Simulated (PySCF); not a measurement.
C5H5, SMILES [CH]1C=CC=C1, multiplicity 2.

Coordinates come from a B3LYP-D3(BJ)/def2-SVP optimisation. The isomer is the one that the SMILES or the coordinates give; other isomers of the formula were not compared.

The numbers are results of B3LYP-D3(BJ)/def2-SVP (PySCF 2.14.0), not measurements.

Harmonic, unscaled wavenumbers; measured fundamentals usually lie a few per cent lower.

A small imaginary wavenumber (i) marks a very flat motion, where grid noise or a shallow saddle decides the sign.

```csv
mode,ν (cm⁻¹),IR (km/mol),moving atoms (share of kinetic energy)
1,3i,5.3,C 97 %
2,495,9.1,"C 55 %, H 45 %"
3,528,0.1,"C 63 %, H 37 %"
4,683,80.9,"H 88 %, C 12 %"
5,728,0.3,"H 70 %, C 30 %"
6,828,0.1,"H 68 %, C 32 %"
7,842,0.3,"C 86 %, H 14 %"
8,903,5.2,"H 67 %, C 33 %"
9,917,3.1,"C 57 %, H 43 %"
10,924,0.1,"H 71 %, C 29 %"
11,963,0.5,"H 56 %, C 44 %"
12,1037,11.2,"H 63 %, C 37 %"
13,1073,8.5,"H 75 %, C 25 %"
14,1144,0.0,"C 65 %, H 35 %"
15,1205,1.7,"H 61 %, C 39 %"
16,1286,0.0,"H 77 %, C 23 %"
17,1395,38.2,"C 55 %, H 45 %"
18,1467,4.4,"C 82 %, H 18 %"
19,1580,0.5,"C 84 %, H 16 %"
20,3208,2.7,"H 92 %, C 8 %"
21,3211,4.0,"H 92 %, C 8 %"
22,3224,10.6,"H 92 %, C 8 %"
23,3239,5.9,"H 91 %, C 9 %"
24,3246,0.0,"H 90 %, C 10 %"
```
